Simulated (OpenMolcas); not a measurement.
# Computed transition rates of Ar²⁺

```yaml
Program: OpenMolcas 26.06
Method: "SS-CASPT2, IPEA 0.25 Eh, imaginary shift 0.1 Eh (closed shells correlated: 2s 2p)"
Basis: ANO-R3 [6s5p4d2f1g]
Scalar_Hamiltonian: X2C, finite nucleus
Active_space: 6 electrons in 4 orbitals (3s 3p)
State_averaging: 2S+1 = 3 even, 3 roots; 2S+1 = 1 even, 6 roots; 2S+1 = 3 odd, 3 roots; 2S+1 = 1 odd, 3 roots
Spin-orbit_coupling: state interaction with AMFI integrals over the reference wave functions, term energies averaged over their components
```

Rates come from the transition moments of the reference wave functions (E1 and E2 in the length form). At fixed line strength A goes as λ^-3 for E1 and M1 and as λ^-5 for E2, so a rate at the computed wavelength can be rescaled to the measured one. Measured vacuum wavelengths follow from level energies in Saloman, J. Phys. Chem. Ref. Data 39, 033101 (2010). Branching counts decays inside the model space alone, at computed energies, and the table is only a selection of the E2 and M1 lines, drawn from those between levels with measured partners whose computed energy lies within a factor of 1.5 of the measured one.

```csv
Upper,Lower,Type,λ computed (nm),λ measured (nm),A computed (s-1),A rescaled (s-1),Branching %
3s² 3p⁴ ¹S₀,3s² 3p⁴ ³P₁,M1,308.8,311,3.58e+00,,54.4
3s² 3p⁴ ¹S₀,3s² 3p⁴ ¹D₂,E2,519.9,519.3,2.96e+00,2.98e+00,45.0
3s² 3p⁴ ¹D₂,3s² 3p⁴ ³P₂,M1,704.4,713.8,2.96e-01,,78.7
3s² 3p⁴ ¹D₂,3s² 3p⁴ ³P₁,M1,760.5,775.3,7.85e-02,,20.9
3s² 3p⁴ ¹S₀,3s² 3p⁴ ³P₂,E2,299.1,300.6,3.77e-02,,0.6
3s² 3p⁴ ³P₁,3s² 3p⁴ ³P₂,M1,9552,8991,2.58e-02,3.09e-02,100.0
3s² 3p⁴ ³P₀,3s² 3p⁴ ³P₁,M1,22570,21830,4.71e-03,5.21e-03,100.0
```

Spin-changing lines and M1 lines between different terms are not rescaled, since their strength hangs on the term gaps too.

The largest correction is for 3s² 3p⁴ ³P₁ → 3s² 3p⁴ ³P₂ (M1): 2.58e-02 × (9552 / 8991)^3 = 3.09e-02 s-1, a factor of 1.20.

The computed rate and branching of 3s² 3p⁴ ³P₁ → 3s² 3p⁴ ³P₂ give the upper level a radiative lifetime of 1.000 / 2.58e-02 s-1 = 3.88e+01 s, counting decays inside the model space alone. The rescaled rate gives about 3.2e+01 s.

No measured rate stands beside these. Rescaling mends the energy factor alone: line strengths can still be far off where a level mixes with configurations outside the active space, and weak or spin-changing lines hang on small mixing coefficients that depend on the term gaps too, so rescaling need not improve them.

CASPT2 breaks the degeneracy within a term, and the mean is taken; among the terms shown or strongly mixed into the levels shown the widest spread is 170 cm-1 (3s² 3p⁴ ¹D). Over all roots computed the reference weight is 0.87 to 0.95; the roots of lowest weight are the least certain, and an intruder state may touch them. Measured partners are found by configuration, term and J. A level has none where our copy of the source lacks it or the pairing is in doubt (some pairs that miss far off the trend of their configuration count as doubtful). Levels of configurations outside the active space are missing.
